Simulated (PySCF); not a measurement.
Isomers of C4H7ClO2.

All values: PBE0/pcSseg-1 (PySCF) at GFN2-xTB geometries, gas phase, one conformer each.

(1) Rank by the highest IAO charge on any atom, highest value first.
A. `[CH3:1][O:2][C@H:3]([CH3:4])[C:5](=[O:6])[Cl:7]` with C1–O2–C3–C4 -170°, O2–C3–C5–O6 11°
B. `[CH3:1][O:2][C:3](=[O:4])[CH2:5][CH2:6][Cl:7]` with C1–O2–C3–O4 0°, O2–C3–C5–C6 180°, C3–C5–C6–Cl7 180°
C. `[CH3:1][O:2][CH2:3][CH2:4][C:5](=[O:6])[Cl:7]` with C1–O2–C3–C4 180°, O2–C3–C4–C5 180°, C3–C4–C5–O6 0°

(2) Rank by dipole moment, highest first.
A. `[O:1]=[C:2]([OH:3])[CH2:4][CH2:5][CH2:6][Cl:7]` with O1–C2–O3–H -1°, O1–C2–C4–C5 4°, C2–C4–C5–C6 68°, C4–C5–C6–Cl7 64° (4-chlorobutyric acid)
B. `[CH3:1][O:2][C@H:3]([CH3:4])[C:5](=[O:6])[Cl:7]` with C1–O2–C3–C4 -170°, O2–C3–C5–O6 11°
C. `[CH3:1][O:2][C:3](=[O:4])[CH2:5][CH2:6][Cl:7]` with C1–O2–C3–O4 0°, O2–C3–C5–C6 180°, C3–C5–C6–Cl7 180° (methyl 3-chloropropanoate)

(3) Rank by the lowest Hirshfeld charge on any atom, lowest value first.
A. `[CH3:1][O:2][C:3](=[O:4])[CH2:5][CH2:6][Cl:7]` with C1–O2–C3–O4 0°, O2–C3–C5–C6 180°, C3–C5–C6–Cl7 180°
B. `[CH3:1][O:2][CH2:3][CH2:4][C:5](=[O:6])[Cl:7]` with C1–O2–C3–C4 180°, O2–C3–C4–C5 180°, C3–C4–C5–O6 0°
C. `[O:1]=[C:2]([OH:3])[CH2:4][CH2:5][CH2:6][Cl:7]` with O1–C2–O3–H -1°, O1–C2–C4–C5 4°, C2–C4–C5–C6 68°, C4–C5–C6–Cl7 64°

Answers

(1) B (+0.523 e), C (+0.373 e), A (+0.347 e).

(2) C (2.73 D), B (2.51 D), A (1.80 D).

(3) C (-0.261 e), A (-0.251 e), B (-0.193 e).

All values together:

```json
{"SMILES": "COC(=O)CCCl", "μ (D)": "2.73", "HOMO (eV)": "-8.26", "LUMO (eV)": "0.11", "lowest IAO charge (e)": "-0.467 (O)", "highest IAO charge (e)": "+0.523 (C)", "lowest Hirshfeld charge (e)": "-0.251 (O)", "highest Hirshfeld charge (e)": "+0.220 (C)"}
{"SMILES": "O=C(O)CCCCl", "μ (D)": "1.80", "HOMO (eV)": "-8.21", "LUMO (eV)": "0.13", "lowest IAO charge (e)": "-0.480 (O)", "highest IAO charge (e)": "+0.536 (C)", "lowest Hirshfeld charge (e)": "-0.261 (O)", "highest Hirshfeld charge (e)": "+0.221 (C)"}
{"SMILES": "CO[C@H](C)C(=O)Cl", "μ (D)": "2.51", "HOMO (eV)": "-7.96", "LUMO (eV)": "-1.16", "lowest IAO charge (e)": "-0.420 (C)", "highest IAO charge (e)": "+0.347 (C)", "lowest Hirshfeld charge (e)": "-0.185 (O)", "highest Hirshfeld charge (e)": "+0.182 (C)"}
{"SMILES": "COCCC(=O)Cl", "μ (D)": "2.63", "HOMO (eV)": "-7.79", "LUMO (eV)": "-1.06", "lowest IAO charge (e)": "-0.393 (O)", "highest IAO charge (e)": "+0.373 (C)", "lowest Hirshfeld charge (e)": "-0.193 (O)", "highest Hirshfeld charge (e)": "+0.193 (C)"}
```

Conformers: `[CH3:1][O:2][C:3](=[O:4])[CH2:5][CH2:6][Cl:7]` with C1–O2–C3–O4 0°, O2–C3–C5–C6 180°, C3–C5–C6–Cl7 180°; `[O:1]=[C:2]([OH:3])[CH2:4][CH2:5][CH2:6][Cl:7]` with O1–C2–O3–H -1°, O1–C2–C4–C5 4°, C2–C4–C5–C6 68°, C4–C5–C6–Cl7 64°; `[CH3:1][O:2][C@H:3]([CH3:4])[C:5](=[O:6])[Cl:7]` with C1–O2–C3–C4 -170°, O2–C3–C5–O6 11°; `[CH3:1][O:2][CH2:3][CH2:4][C:5](=[O:6])[Cl:7]` with C1–O2–C3–C4 180°, O2–C3–C4–C5 180°, C3–C4–C5–O6 0°.
